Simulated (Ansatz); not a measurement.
```yaml
crystal:
  periodic: [false, false, false]
  atoms:
    - {symbol: C, position_ang: [-1.493517, 0.552860, -0.453061]}
    - {symbol: Si, position_ang: [-0.046404, -0.605042, -0.657413]}
    - {symbol: C, position_ang: [0.983782, -0.686396, 0.922824]}
    - {symbol: Si, position_ang: [2.372620, 0.544512, 0.633709]}
    - {symbol: F, position_ang: [1.520128, 1.918666, 0.806763]}
    - {symbol: H, position_ang: [-2.183360, 0.182011, 0.308704]}
    - {symbol: H, position_ang: [-1.138670, 1.538534, -0.142855]}
    - {symbol: H, position_ang: [-2.044166, 0.663328, -1.389623]}
    - {symbol: H, position_ang: [-0.472423, -1.965578, -1.083179]}
    - {symbol: H, position_ang: [1.387070, -1.693521, 1.059674]}
    - {symbol: H, position_ang: [0.345234, -0.423069, 1.772226]}
    - {symbol: H, position_ang: [0.846806, -0.081305, -1.743772]}
basis:
  gaussian: {orbitals: "6-31++G**", fitting: {mean_field: def2-universal-jkfit}}
hamiltonian: {xc: {name: HF}}
correlation: {method: mp2, frozen_orbitals: {C: 9}}
output: {forces: true}
```

```sh
$ ansatz run in.yaml --threads 4 --pin off --events-out ev --progress --plain --max-ram 10444MiB
```

It prints (some lines left out):

```
Functional definition: HF
Error: "frozen_orbitals" has no count for Si
```

What is wrong with this run?

Frozen orbitals are typed for one element alone, and the program wants a count for each. The program refused the input.
